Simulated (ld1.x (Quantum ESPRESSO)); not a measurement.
# Co: from the effect back to the setting (TM)

Base potential:

| Quantity | Value |
| --- | --- |
| Element | cobalt |
| Generator | ld1.x (Quantum ESPRESSO) 7.5 |
| Type | norm-conserving Troullier–Martins (Kleinman–Bylander form) |
| Functional | LDA (PZ) |
| Relativity | scalar-relativistic |
| Frozen core | [Ne] |
| Valence charge | 17 |
| Reference configuration | 3s2 3p6 3d7 4s1.75 4p0.25 |
| Partial waves | 3s (bound): rc 1.25 bohr; 3p (bound): rc 0.85 bohr; 3d (bound): rc 1.60 bohr |
| Local potential | the d channel |
| Core correction | none |

Occupied shells without a wave of their own: 4p, 4s. They enter only through the test configuration that unscreens the potential.

Cutoffs, loose and tight: the cutoffs (Ry, on a coarse ladder) from which the occupation-weighted sum of valence levels, in a spherical-Bessel basis at the reference potential, stays within 10 and 1 mRy of its value at 400 Ry. They do not see the model core or the augmentation charge, which bear on the density cutoff. Test errors are all-electron minus pseudo excitation energies from the reference, over the configurations 3s2 3p6 3d7 4s2 4p0; 3s2 3p6 3d7 4s1 4p0; 3s2 3p6 3d7 4s0 4p0; 3s1 3p6 3d7 4s2 4p0; 3s2 3p6 3d8 4s1 4p0; 3s2 3p6 3d7 4s1.5 4p0; 3s2 3p6 3d6 4s0 4p0 (two spin-polarised tests are not counted in the largest error); variants that change the core or the reference have their own tests.

Only the scale of all radii (base = 1) is moved (1 further runs of the sweep failed or gave no value and are left out):

```tsv
scale of all radii (base = 1)	bound ghosts	largest test error (meV)	median size of the test errors
0.77	none	-514	69.8 meV
0.9	none	-1068	125.0 meV
1.1	none	-5714	836.0 meV
1.22	none	-12351	1484.1 meV
```

Task: One more run gave bound ghosts: none; largest test error (meV): -2838; median size of the test errors: 376.4 meV. Which value of the scale of all radii (base = 1) was used?

Result: 1.01. The median size of the test errors moves one way along this sweep, from 69.8 meV at 0.77 to 1484.1 meV at 1.22, which places the run between 0.9 and 1.1.
